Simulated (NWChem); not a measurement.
## Ionisation of C2H6Si

```xyz
9

Si     0.0000     0.0000    -0.7543
C     -1.3326    -0.5418     0.4974
H     -2.3361    -0.6418     0.0571
H     -1.3872     0.0822     1.4058
H     -1.0263    -1.5541     0.8327
C      1.3326     0.5418     0.4974
H      1.3872    -0.0822     1.4058
H      1.0263     1.5541     0.8327
H      2.3361     0.6418     0.0571
```
Charge 0, spin multiplicity 1.

The numbers come from NWChem runs, not from measurements. The geometry was optimised at PBE0/def2-SVP, a minimum by its harmonic frequencies.

Basis set: def2-TZVP. −ε marks an orbital energy of the parent.

B3LYP has NWChem's definition, with VWN1-RPA local correlation. The structure started from a generated list of species.

For the first vertical ionisation energy, −ε(HOMO) of LDA (SVWN5) gives 5.01 eV and −ε(HOMO) of HF gives 8.30 eV. What do −ε(HOMO) of B3LYP, −ε(HOMO) of BP86, −ε(HOMO) of PBE give?

−ε(HOMO) of B3LYP: 5.80 eV; −ε(HOMO) of BP86: 5.05 eV; −ε(HOMO) of PBE: 4.93 eV.
